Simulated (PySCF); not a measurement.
Calculation: PBE-D3(BJ)/def2-TZVP // B3LYP-D3(BJ)/def2-TZVP (PySCF 2.14.0). Isolated molecules, 0 K electronic values unless said otherwise. One relaxed conformer stands for a flexible species; it need not be the lowest. Excitations are Tamm–Dancoff values on a coarser integration grid. The basis has no diffuse functions, so Rydberg states are missing or too high.

Reference species (SMILES): `C=CC[SiH]=C` (C–C–C–Si torsion -104°, C–C–Si–C torsion -114°) (neutral, multiplicity 1).

The LUMO is -1.82 eV and the HOMO is -5.36 eV. The T1 excitation (TDA) comes out as 2.78 eV and the HOMO–LUMO gap comes out as 3.54 eV.

Changed species: `CC1=C[Si@@H]1C`.

Problem. What does the change do to the LUMO, HOMO, T1 excitation (TDA) and HOMO–LUMO gap?

Solution. the LUMO rises by 1.00 eV, to -0.82 eV; the HOMO decreases by 0.47 eV, to -5.83 eV; the T1 excitation (TDA) rises by 1.85 eV, to 4.63 eV; the HOMO–LUMO gap increases by 1.47 eV, to 5.01 eV.
